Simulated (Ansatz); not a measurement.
One change: `O[SiH2]O[SiH2][SiH3]` becomes `F[SiH2]O[SiH2][SiH3]`.

Ansatz, PBE0-D4/def2-TZVP geometries, multiplicity 1. Each molecule was computed in one conformer, which needn't be the lowest.

```csv
property,`O[SiH2]O[SiH2][SiH3]`
HOMO energy (B3LYP/def2-TZVPP) / eV,-7.75
HOMO–LUMO gap (B3LYP/def2-TZVPP) / eV,7.19
LUMO energy (B3LYP/def2-TZVPP) / eV,-0.56
size of the dipole moment (ωB97M-V/def2-TZVPP) / D,1.11
HOMO energy (ωB97M-V/def2-TZVPP) / eV,-10.02
size of the dipole moment (B3LYP/def2-TZVPP) / D,1.09
```

(1) Give the same properties after the change, and the shifts. (Estimate.)

## Answers

(1) Computed: 
```
                                          property  `F[SiH2]O[SiH2][SiH3]`  shift
               HOMO energy (B3LYP/def2-TZVPP) / eV                   -7.94  -0.19
             HOMO–LUMO gap (B3LYP/def2-TZVPP) / eV                    7.20   0.01
               LUMO energy (B3LYP/def2-TZVPP) / eV                   -0.74  -0.18
size of the dipole moment (ωB97M-V/def2-TZVPP) / D                    1.20   0.09
             HOMO energy (ωB97M-V/def2-TZVPP) / eV                  -10.20  -0.18
  size of the dipole moment (B3LYP/def2-TZVPP) / D                    1.22   0.13
```

Dipoles are sizes alone; their direction can turn.

B3LYP here is the variant with VWN-RPA as its local correlation; programs differ in this.
